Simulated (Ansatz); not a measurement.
C2H6GaN can be A, `C=C[NH][GaH2]`, or B, `C=[N][GaH][CH3]`.

Calculated with Ansatz (gas phase, PBE0-D4/def2-TZVP geometries, no zero-point term in ΔE). CCSD(T)/CBS adds triple-zeta CCSD(T) − MP2 to the extrapolated MP2 energy (def2 sets, frozen cores). DFT in def2-TZVPP. B3LYP here is the variant with VWN-RPA as its local correlation; programs differ in this. For Ga outer-core shells are correlated without core-valence functions, which leaves a few kJ/mol of doubt a bond. Scalar relativity is left out up to krypton. Each species was taken in one conformer, which may not be the lowest.

(1) Which isomer does CCSD(T)/CBS put lower? Give the gap. (An estimate is asked.)

(2) Give E(B) − E(A) in kJ/mol with CCSD/def2-TZVPP, PBE-D4, HF/def2-TZVPP, B2PLYP, PBE0-D4, CCSD(T)/def2-TZVPP, B3LYP. (Best estimate.)

Largest T1 diagnostic: 0.015.

Results:

(1) Computed: A, by 12.7 kJ/mol.

(2) Computed: CCSD/def2-TZVPP 11.3, PBE-D4 17.9, HF/def2-TZVPP 15.3, B2PLYP 13.2, PBE0-D4 20.4, CCSD(T)/def2-TZVPP 11.0, B3LYP 14.8. None reverses the order clearly.

In def2-TZVPP, CCSD(T) changes the Hartree–Fock value by −4.3 kJ/mol (the triples alone add −0.2 kJ/mol) and MP2 by −3.0 kJ/mol.
